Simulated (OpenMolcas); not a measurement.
**C²⁺: terms and fine structure**

| Quantity | Value |
| --- | --- |
| Program | OpenMolcas |
| Method | SS-CASPT2, IPEA 0.25 Eh, imaginary shift 0.1 Eh (closed shells correlated: 1s) |
| Basis | ANO-RCC-VQZP [5s4p3d2f1g] |
| Scalar Hamiltonian | DKH2, point nucleus |
| Active space | 2 electrons in 8 orbitals (2s 2p 3s 3p) |
| State averaging | 2S+1 = 3 even, 3 roots; 2S+1 = 1 even, 7 roots; 2S+1 = 3 odd, 3 roots; 2S+1 = 1 odd, 3 roots |
| Spin-orbit coupling | state interaction with AMFI integrals over the reference wave functions, term energies averaged over their components |

Spin-free terms above the lowest, with the occupations of the reference (each correlating shell added to its valence partner):

```json
{"Configuration": "2s²", "Term": "¹S", "E (cm⁻¹)": "0.0", "Occupations": "2s 1.85 2p 0.15"}
{"Configuration": "2s 2p", "Term": "³P°", "E (cm⁻¹)": "52359", "Occupations": "2s 1.00 2p 1.00"}
{"Configuration": "2s 2p", "Term": "¹P°", "E (cm⁻¹)": "103479", "Occupations": "2s 1.00 2p 1.00"}
{"Configuration": "2p²", "Term": "³P", "E (cm⁻¹)": "137412", "Occupations": "2p 2.00"}
{"Configuration": "2p²", "Term": "¹D", "E (cm⁻¹)": "146764", "Occupations": "2p 2.00"}
{"Configuration": "2p²", "Term": "¹S", "E (cm⁻¹)": "182754", "Occupations": "2s 0.20 2p 1.79"}
```

With spin-orbit coupling, above the lowest level:

```
Configuration  Term  J  E (cm⁻¹)  Measured (cm⁻¹)  Term weight %
          2s²    ¹S  0       0.0              0.0            100
        2s 2p   ³P°  0     52306            52367            100
        2s 2p   ³P°  1     52332            52391            100
        2s 2p   ³P°  2     52386            52447            100
        2s 2p   ¹P°  1    103479           102352            100
          2p²    ³P  0    137359           137426            100
          2p²    ³P  1    137386           137454            100
          2p²    ³P  2    137439           137502            100
          2p²    ¹D  2    146764           145876            100
          2p²    ¹S  0    182754           182520            100
```

Against the 9 measured excited levels shown (Moore, Selected Tables of Atomic Spectra, NSRDS-NBS 3, section 3) the mean absolute deviation is 290 cm-1; the largest miss in energy is 2s 2p ¹P°₁: computed 103479, measured 102352 cm⁻¹ (+1.1 %).

Active for correlation alone: 3p 3s; no level in the range computed is led by a configuration that fills them, so any true level of that kind is missing. Computed and measured levels are paired by configuration, term and J; levels that our copy of the source lacks, or whose pairing is in doubt (as where it misses far off the trend of its configuration), stay unpaired and out of the deviations. Only configurations of the active space appear. The first state left out of the spin-orbit step lies near 250000 cm-1 above the lowest spin-free state of the reference (among the parities and spins computed), and the list stops at four fifths of that energy or lower.

The term weight is that of the spin-free term in the level, not the purity of its configuration. ° marks odd parity.
